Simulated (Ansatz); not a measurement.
Reaction (cleavage of the B–B bond): `OBBS` + `N[SiH3]` → `OBN[SiH3]` + `BS`

Isolated molecules relaxed with PBE0-D4/def2-TZVP in Ansatz; ΔE leaves out vibrations. CCSD(T)/CBS adds triple-zeta CCSD(T) − MP2 to the extrapolated MP2 energy (def2 sets, frozen cores). This one scheme is used for every species. Functionals use def2-TZVPP. Each species was taken in one conformer, which may not be the lowest.

`OBBS`:

Z-matrix (Å, degrees):
```
B
B 1 1.686
O 1 1.356 2 120.7
H 1 1.210 2 120.8 3 178.6
S 2 1.771 1 119.9 3 85.3
H 2 1.196 1 122.0 3 -97.6
H 3 0.961 1 113.4 2 178.4
H 5 1.345 2 100.3 1 177.2
```

`N[SiH3]`:

Z-matrix (Å, degrees):
```
Si
N 1 1.720
H 1 1.486 2 107.9
H 1 1.494 2 116.0 3 -120.3
H 1 1.486 2 107.9 3 119.4
H 2 1.007 1 119.6 3 -168.6
H 2 1.007 1 119.6 3 49.2
```

`OBN[SiH3]`:

Z-matrix (Å, degrees):
```
Si
N 1 1.742
H 1 1.487 2 106.6
H 1 1.485 2 111.7 3 -119.1
H 1 1.485 2 111.6 3 119.1
B 2 1.410 1 125.7 3 -179.6
H 2 1.007 1 117.3 3 0.4
O 6 1.369 2 117.2 1 -0.0
H 6 1.201 2 121.4 1 179.9
H 8 0.957 6 113.4 2 180.0
```

`BS`:

```xyz
5

B    -0.572    0.087   -0.027
S     0.942   -0.255    0.812
H    -1.547    0.127    0.657
H    -0.604    0.264   -1.204
H     1.782   -0.223   -0.237
```

| level | ΔE (kJ/mol) |
| --- | --- |
| B2PLYP | -144.1 |
| HF/def2-TZVPP | -150.8 |

Task: What does CCSD(T)/CBS give? (An estimate is asked.)

Result: Computed: -142.4 kJ/mol. The listed levels differ from it by -1.7, -8.4 kJ/mol.

Largest T1 diagnostic among the species: 0.016.

From BLYP to BHLYP (50 % exact exchange), in def2-TZVPP and without D4, ΔE moves by −10.3 kJ/mol. At CCSD(T), def2-SVP lies −11.9 kJ/mol from the extrapolated value and def2-TZVPP −1.3 kJ/mol. Leaving LDA and LC-ωPBE aside and taking each functional with its dispersion term where it has one, the values, not all of them listed here, spread over 15.6 kJ/mol, from BHLYP-D4 to revPBE-D4. LDA lies −9.9 kJ/mol from PBE without D4.
